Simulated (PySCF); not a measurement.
Vertical excitation energies

Compound: C5H7FOS.
SMILES with atom numbers: `[CH3:1][O:2][CH2:3][S:4][C:5]1=[C:6]([F:7])[CH2:8]1` (hydrogens: H9, H10, H11 on C1; H12, H13 on C3; H14, H15 on C8)

Level of theory: TDDFT PBE0/def2-SVPD, vertical, gas phase, core orbitals frozen in the response (PySCF 2.14.0, density-fitted response routines). Isolated species at its GFN2-xTB geometry (one conformer only). Torsions of this conformer, `[CH3:1][O:2][CH2:3][S:4][C:5]1=[C:6]([F:7])[CH2:8]1`: C1–O2–C3–S4 -70°, O2–C3–S4–C5 -64°, C3–S4–C5–C6 -7°.

Predict the UV-vis stick spectrum at this level.

| state | E (eV) | E (hartree) | f | main configurations (H = HOMO, L = LUMO) |
| --- | --- | --- | --- | --- |
| S1 | 5.15 | 0.1891 | 0.0051 | H→L (93%) |
| S2 | 5.52 | 0.2028 | 0.0074 | H→L+1 (77%), H→L+2 (18%) |
| S3 | 6.00 | 0.2204 | 0.182 | H→L+2 (74%), H→L+1 (18%) |
| S4 | 6.27 | 0.2304 | 0.0072 | H→L+3 (82%), H→L+4 (15%) |
| S5 | 6.38 | 0.2344 | 0.010 | H→L+4 (60%), H→L+5 (15%), H→L+3 (14%) |
| S6 | 6.71 | 0.2467 | 0.016 | H→L+5 (77%), H→L+4 (13%) |
| S7 | 6.90 | 0.2534 | 0.053 | H→L+6 (82%) |
| S8 | 6.98 | 0.2564 | 0.098 | H-1→L (80%), H→L+7 (9%) |

Triplets, Tamm–Dancoff:

```
state  E (eV)  λ (nm)  main configurations (H = HOMO, L = LUMO)
   T1    4.03   307.5       H→L+2 (51%), H→L+1 (21%), H→L (18%)
   T2    4.84   256.0                    H→L (72%), H→L+2 (12%)
   T3    5.28   234.8                  H→L+1 (59%), H→L+2 (28%)
```

The lowest singlet lies at 5.15 eV (241 nm, ultraviolet) and is weak; its leading configuration is HOMO→LUMO (93%). The strongest level in the table is S3 at 6.00 eV (207 nm, f = 0.182). Löwdin shares by element: HOMO carbon 47% or more, sulfur 32% (atoms not listed hold the other 21%); LUMO sulfur 50%, carbon 22% or more, hydrogen 6% or more (atoms not listed hold the other 22%). The listed states span 1.83 eV, and the widest gap between neighbours is 0.48 eV (S2 to S3). Weighted by f, the mean energy of these states is 6.40 eV. Orbital energies (eV): HOMO-3 -8.95, HOMO-2 -8.71, HOMO-1 -7.94, HOMO -6.27, LUMO 0.17, LUMO+1 0.41, LUMO+2 0.56. The window holds the lowest 8 singlets.
